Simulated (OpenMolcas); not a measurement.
W4+ with 4 ligands (fluoride) in tetrahedral coordination (Td) at 1.84 Å. Ligand basis ANO-RCC-VDZP.
```
W     0.0000    0.0000    0.0000
F     1.0623    1.0623    1.0623
F     1.0623   -1.0623   -1.0623
F    -1.0623    1.0623   -1.0623
F    -1.0623   -1.0623    1.0623
```

```json
{
 "Program": "OpenMolcas 26.06",
 "Method": "SS-CASPT2, IPEA 0.25 Eh, imaginary shift 0.1 Eh (the 31 lowest orbitals frozen, all others correlated)",
 "Basis": "ANO-RCC-VDZP [7s6p4d2f1g]",
 "Scalar Hamiltonian": "DKH2, point nucleus",
 "Active space": "2 electrons in 5 orbitals (5d)",
 "State averaging": "2S+1 = 3 even, 10 roots; 2S+1 = 1 even, 15 roots",
 "Spin-orbit coupling": "RASSI with atomic mean-field integrals over the reference wave functions"
}
```

Question: What is the spin-free ground state (labels of Td)?

Answer: 3A2, 1-fold in its orbital part; it has the highest spin that d2 allows.

Question: Where is the first state of the same spin?

Answer: 3T2 at 15000 cm-1 above the ground state.

Question: What are the lowest two levels with spin-orbit coupling?

Answer: A 3-fold level, then a 2-fold level 7220 cm-1 above it. Their leading multiplicities are 3 (99 %) and 1 (78 %).

Question: What is χT at 300 K, and how does it compare with the textbook value?

Answer: The lowest level has 2S+1 = 3, for which the spin-only value is χT = S(S+1) / 2 = 1.000 cm3 K/mol (g = 2). The computed 0.547 at 300 K differs by -0.453, through orbital momentum, spin-orbit coupling and any other state in reach.

Roots that are degenerate in the reference are averaged as groups; the widest CASPT2 spread within a group is 190 cm-1 (the 3-fold group of multiplicity 1 near 24500 cm-1 above the lowest state of its run). Shifts and gaps below about the spread of the groups concerned are not significant. The least metal-like active orbital is 71 % on the metal (Löwdin) and no ligand orbital is active, so the numbers are rough. Ligand-to-metal charge-transfer states are missing. These CASPT2 states fit no ligand-field parameters well, so their order and spin gaps are uncertain. With no ligand orbital active B as a rule stays too high, so bands that hang on it stand too high and its fall with covalency is understated. With one d shell and no ligand orbital active, 10Dq can be off by a tenth or more. No measured value stands beside these numbers; the geometry is a model, was not optimised and need not be the one that this ion takes.
